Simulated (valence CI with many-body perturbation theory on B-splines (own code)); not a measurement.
# E1 line list for Pr²⁸⁺

Method: relativistic CI+MBPT: three valence electrons over a frozen Dirac-Fock core [Ar] 3d10, radial functions for each j: 11 s, 11 p, 9 d, 7 f, 5 g, 2 h, 1 i, with the one-electron correlation potential Σ1, the two-electron term Σ2, the three-electron term Σ3, Breit, model QED; selected CI, second order for the rest (own B-spline code, finite nucleus).

No measured spectrum was set against this ion. As an estimate, large intervals hold to a few tenths of a per cent, small ones and those within an open d or f shell to about a per cent.

Lines 151 to 200 of 279 in falling wavelength, among levels below 2601300 cm⁻¹, chosen from the strongest by gf and those to the six lowest levels. Wavelengths and rates use the calculated energies. Electric multipoles are in the length gauge, E1 and E2 with the static RPA response of the core. Weak lines are less certain than strong ones. Lines between different terms over intervals too small for the method are left out, as are lines whose strength nearly cancels. Where a level lies close to another of its J and parity, the split of strength between their lines is uncertain. The highest levels of a list are the least certain.

Levels are named by their leading jj configuration (3d3/2^4 stands for four electrons in 3d with j = 3/2), which in mixed levels can hold well under half, so a name can repeat and another be missing. Letters in brackets count levels of one name in rising energy.

```tsv
λ vac (nm)	Upper	Lower	A (s⁻¹)	S (a.u.) with core polarisation	S without
10.68	(4s 4p1/2 4f7/2) J=7/2 [b]	(4s 4p1/2 4d5/2) J=5/2 [a]	8.57e+10	4.13e-01	4.38e-01
10.68	(4s^2 4f5/2) J=5/2	(4s^2 4d5/2) J=5/2	3.52e+10	1.27e-01	1.36e-01
10.64	(4p1/2 4p3/2 4d5/2) J=5/2 [b]	(4p1/2 4p3/2^2) J=3/2	1.41e+11	5.01e-01	5.36e-01
10.64	(4s^2 4f7/2) J=7/2	(4s^2 4d5/2) J=5/2	3.32e+11	1.58e+00	1.68e+00
10.59	(4p3/2^2 4d5/2) J=7/2	(4s 4p1/2 4d5/2) J=5/2 [a]	2.90e+10	1.36e-01	1.46e-01
10.53	(4p3/2^3) J=3/2	(4s 4p1/2 4p3/2) J=3/2 [b]	2.21e+10	5.10e-02	5.48e-02
10.45	(4s 4p3/2 4d5/2) J=7/2 [a]	(4s 4p3/2^2) J=5/2	8.95e+10	4.03e-01	4.32e-01
10.42	(4s 4p1/2 4d5/2) J=5/2 [b]	(4s 4p1/2 4p3/2) J=5/2	3.02e+07	1.01e-04	1.16e-04
10.39	(4p3/2^2 4d3/2) J=5/2	(4s 4p1/2 4d3/2) J=3/2 [b]	4.95e+10	1.64e-01	1.76e-01
10.36	(4p3/2^2 4d5/2) J=9/2	(4s 4p1/2 4d5/2) J=7/2	9.22e+10	5.06e-01	5.40e-01
10.30	(4s 4p3/2 4d5/2) J=7/2 [b]	(4s 4p3/2^2) J=5/2	1.87e+11	8.08e-01	8.64e-01
10.29	(4p1/2 4p3/2^2) J=3/2	(4s 4p1/2^2) J=1/2	2.84e+10	6.11e-02	6.57e-02
10.27	(4s 4p1/2 4f7/2) J=7/2 [a]	(4s 4p1/2 4d3/2) J=5/2	1.09e+11	4.68e-01	4.97e-01
10.25	(4s^2 4f5/2) J=5/2	(4s^2 4d3/2) J=3/2	3.42e+11	1.09e+00	1.17e+00
10.24	(4p3/2^2 4d3/2) J=7/2	(4s 4p1/2 4d5/2) J=5/2 [a]	3.44e+10	1.46e-01	1.55e-01
10.15	(4s 4p1/2 4d5/2) J=3/2	(4s 4p1/2 4p3/2) J=5/2	9.94e+08	2.05e-03	2.21e-03
10.04	(4s 4p1/2 4f5/2) J=5/2 [b]	(4s 4p1/2 4d3/2) J=5/2	5.09e+10	1.53e-01	1.63e-01
10.03	(4s 4p1/2 4f5/2) J=7/2	(4s 4p1/2 4d5/2) J=5/2 [a]	1.53e+10	6.09e-02	6.52e-02
10.02	(4s 4p3/2 4d3/2) J=5/2 [a]	(4s 4p1/2 4p3/2) J=3/2 [b]	8.48e+06	2.52e-05	2.96e-05
10.02	(4s 4p3/2 4d3/2) J=1/2 [a]	(4s 4p1/2 4p3/2) J=3/2 [b]	4.41e+09	4.37e-03	4.69e-03
10.00	(4s 4p1/2 4f5/2) J=5/2 [a]	(4s 4p1/2 4d3/2) J=3/2 [a]	1.80e+11	5.32e-01	5.66e-01
9.974	(4s 4p1/2 4d3/2) J=3/2 [a]	(4s 4p1/2^2) J=1/2	4.46e+05	8.74e-07	6.94e-07
9.970	(4s 4p1/2 4d5/2) J=5/2 [b]	(4s 4p1/2 4p3/2) J=3/2 [a]	2.96e+09	8.70e-03	9.33e-03
9.961	(4s 4p3/2 4d3/2) J=3/2 [a]	(4s 4p1/2 4p3/2) J=3/2 [b]	1.78e+07	3.47e-05	3.57e-05
9.836	(4p3/2^3) J=3/2	(4s 4p1/2 4p3/2) J=5/2	9.82e+08	1.85e-03	1.99e-03
9.769	(4p3/2^2 4d3/2) J=5/2	(4s 4p1/2 4d3/2) J=5/2	2.21e+10	6.10e-02	6.52e-02
9.734	(4s 4p3/2^2) J=1/2	(4s^2 4p1/2) J=1/2	4.07e+09	3.71e-03	3.99e-03
9.732	(4s 4p1/2 4f5/2) J=3/2	(4s 4p1/2 4d3/2) J=3/2 [a]	6.18e+10	1.12e-01	1.20e-01
9.721	(4s 4p1/2 4d5/2) J=3/2	(4s 4p1/2 4p3/2) J=3/2 [a]	1.48e+10	2.68e-02	2.88e-02
9.715	(4s 4p3/2^2) J=3/2	(4s^2 4p1/2) J=1/2	8.38e+10	1.52e-01	1.63e-01
9.699	(4s 4p1/2 4f5/2) J=5/2 [a]	(4p1/2 4p3/2^2) J=3/2	2.15e+10	5.80e-02	6.17e-02
9.653	(4s 4p1/2 4f7/2) J=7/2 [a]	(4p1/2 4p3/2^2) J=5/2	3.27e+10	1.16e-01	1.24e-01
9.652	(4s 4p3/2 4d3/2) J=3/2 [b]	(4s 4p1/2 4p3/2) J=1/2	1.84e+11	3.26e-01	3.50e-01
9.633	(4p3/2^2 4d3/2) J=7/2	(4s 4p1/2 4d3/2) J=5/2	4.16e+10	1.47e-01	1.57e-01
9.499	(4s 4p3/2 4d5/2) J=5/2 [a]	(4s 4p1/2 4p3/2) J=3/2 [b]	3.72e+08	9.45e-04	1.03e-03
9.489	(4p1/2 4p3/2^2) J=1/2	(4s 4p1/2^2) J=1/2	2.16e+08	1.82e-04	1.96e-04
9.455	(4s 4p1/2 4f5/2) J=5/2 [b]	(4p1/2 4p3/2^2) J=5/2	6.22e+10	1.56e-01	1.67e-01
9.448	(4s 4p1/2 4f5/2) J=7/2	(4s 4p1/2 4d3/2) J=5/2	1.00e+11	3.34e-01	3.57e-01
9.446	(4s 4p1/2 4f5/2) J=3/2	(4p1/2 4p3/2^2) J=3/2	5.22e+10	8.69e-02	9.32e-02
9.441	(4s 4p1/2 4f7/2) J=7/2 [b]	(4p1/2 4p3/2^2) J=5/2	7.99e+10	2.65e-01	2.84e-01
9.439	(4p3/2^2 4d3/2) J=5/2	(4s 4p1/2 4d3/2) J=3/2 [a]	4.45e+10	1.11e-01	1.19e-01
9.434	(4p3/2^3) J=3/2	(4s 4p1/2 4p3/2) J=3/2 [a]	2.74e+10	4.54e-02	4.88e-02
9.411	(4s 4p1/2 4f5/2) J=5/2 [b]	(4p1/2 4p3/2^2) J=3/2	2.53e+10	6.24e-02	6.68e-02
9.401	(4s 4p3/2 4d3/2) J=3/2 [b]	(4s 4p1/2 4p3/2) J=3/2 [b]	7.71e+10	1.26e-01	1.36e-01
9.387	(4s 4p3/2 4d3/2) J=5/2 [a]	(4s 4p1/2 4p3/2) J=5/2	1.94e+11	4.74e-01	5.09e-01
9.378	(4p1/2 4p3/2 4d5/2) J=3/2 [a]	(4p1/2^2 4p3/2) J=3/2	1.01e+11	1.65e-01	1.77e-01
9.359	(4p1/2 4p3/2 4d5/2) J=5/2 [a]	(4p1/2^2 4p3/2) J=3/2	1.16e+11	2.83e-01	3.03e-01
9.337	(4s 4p3/2 4d3/2) J=3/2 [a]	(4s 4p1/2 4p3/2) J=5/2	6.27e+10	1.01e-01	1.08e-01
9.326	(4s 4p3/2 4d3/2) J=7/2	(4s 4p1/2 4p3/2) J=5/2	2.70e+11	8.65e-01	9.28e-01
9.287	(4p3/2^2 4d3/2) J=1/2	(4p1/2 4p3/2^2) J=3/2	1.78e+11	1.41e-01	1.51e-01
```
